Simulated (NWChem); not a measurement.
Extrapolating the UMP2 correlation energy of H₃BN

```
N
H 1 1.0132
H 1 1.0169 2 113.08
B 1 1.3774 2 123.29 3 180.00
H 4 1.2083 1 125.15 2 180.00
```
Charge 0, spin multiplicity 2.

All runs are NWChem calculations. Structure: optimised with UPBE0/def2-SVP, a minimum by its harmonic frequencies. It is one conformer; others weren't searched.

The correlated methods keep 2 core orbitals frozen. The structure started from a generated list of species. The unpaired electrons of the parent sit in orbitals of symmetry a' (Cs labels of the run); other states weren't searched. No SCF solution was tested for a lower state. Open-shell Hartree-Fock references start from PBE0 orbitals; any time given for them includes that run.

Worked example. The UMP2 correlation energy is -239.08 mHa in cc-pVDZ and -296.47 mHa in cc-pVTZ. The form E(X) = E∞ + A/X³ turns the pair into an estimate of the basis-set limit.

E∞ = (3³·(-296.47) − 2³·(-239.08))/(3³ − 2³) = -320.6 mHa. The larger basis holds 92 % of that, at about 4 times the processor time of the smaller one. This is a two-point estimate, and a rough one from so small a pair.
